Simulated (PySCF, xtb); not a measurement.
C₃H₇BFNO, SMILES C/C=C/OB(N)F.

GFN2-xTB (xtb) at its own geometry gives an orbital gap of 4.87 eV and a dipole moment of 1.56 D.

Geometry: r2SCAN-D4/def2-SVP. The structure was generated by enumeration; whether it is a known compound was not checked. The values are those of a single conformer.

Q: What does PBE/def2-TZVP (PySCF) give? (Estimate from the structure and the level; the computed values follow.)

A: gap 5.02 eV (levels -5.30 and -0.28 eV), dipole 1.34 D.
